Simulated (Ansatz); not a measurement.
An input meant for (HMg-mu-Br)2 (Mg2H2Br2) (charge 0, singlet).

```yaml
crystal:
  periodic: [false, false, false]
  atoms:
    - {symbol: Mg, position_ang: [-1.050371, -0.061092, 1.400159]}
    - {symbol: H, position_ang: [-2.061230, -0.116529, 2.761749]}
    - {symbol: Br, position_ang: [0.641167, -1.730493, 0.405423]}
    - {symbol: Mg, position_ang: [1.050212, 0.061104, -1.400277]}
    - {symbol: H, position_ang: [2.073406, 0.123186, -2.752328]}
    - {symbol: Br, position_ang: [-0.653194, 1.723834, -0.414736]}
basis:
  gaussian: {orbitals: def2-SVP}
magnetization: {spin_polarized: true, initial_magnetization: 3}
hamiltonian: {xc: {name: SPW92}}
accuracy: high
scf: {lower_state_search: light}
output: {forces: true}
```

```sh
$ ansatz run in.yaml --threads 4 --pin off --events-out ev --progress --plain --max-ram 3916MiB
```

Output, abridged:

```
Error: a molecule whose nuclei and cores have a total charge of 96 cannot have a net charge of 0 together with 3 unpaired electrons
```

(1) What is wrong with this run?

## Answers

(1) The number of unpaired electrons doesn't fit the electron count. The program refused the input.
